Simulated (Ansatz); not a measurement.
In₄P₄H₁₄, a cluster cut from wurtzite InP (hydrogen-capped) was relaxed with PBE-D4 (def2-SVP) in Ansatz in these states: charge +1 doublet, neutral singlet. The geometries follow in no particular order.

In the def2 sets In takes a core potential; there is no spin–orbit coupling.

A:

```xyz
22

In   -1.024   -0.125    2.738
P    -0.038    2.025    1.536
In    1.514   -2.391    0.743
P    -1.088   -1.617    0.452
P     2.486   -0.239   -0.467
In    1.191    2.017   -0.777
In   -2.323   -0.985   -1.841
P    -0.755    1.166   -2.268
H     0.116   -0.668    3.899
H    -2.755   -0.019    2.563
H     0.806    2.734    2.448
H    -1.079    3.000    1.419
H     2.068   -2.394    2.367
H     1.179   -3.543   -0.521
H    -1.764   -2.792    0.929
H     3.757    0.091    0.100
H     2.934   -0.612   -1.773
H     2.109    3.412   -1.196
H    -3.832   -0.326   -1.337
H    -1.752   -2.162   -2.961
H    -1.566    2.327   -2.474
H    -0.183    1.099   -3.578
```

B:

```xyz
22

In   -2.706   -0.160    1.216
P    -0.880   -2.161    1.059
In   -0.859    1.268   -2.546
P    -1.212    1.597    0.010
P     0.772   -0.884   -2.279
In    1.473   -1.937   -0.013
In    0.816    2.514    1.357
P     2.256    0.219    1.199
H    -3.969   -0.731    0.166
H    -2.769    0.147    2.926
H    -1.436   -3.330    0.447
H    -0.630   -2.745    2.342
H    -2.269    0.569   -3.286
H     0.221    2.472   -3.185
H    -2.081    2.741    0.017
H     0.304   -1.994   -3.054
H     2.007   -0.698   -2.980
H     2.521   -3.319   -0.022
H     0.448    2.600    3.055
H     1.761    3.609    0.392
H     2.663   -0.233    2.496
H     3.570    0.458    0.683
```

Question: Judge from the bond lengths which geometry belongs to which state (an estimate).

Answer: A is the charge +1 doublet (In3–P4 2.730 Å, In1–P4 2.730 Å, P4–In7 2.680 Å); B is the neutral singlet (In3–P4 2.602 Å, In1–P4 2.602 Å, P4–In7 2.602 Å).
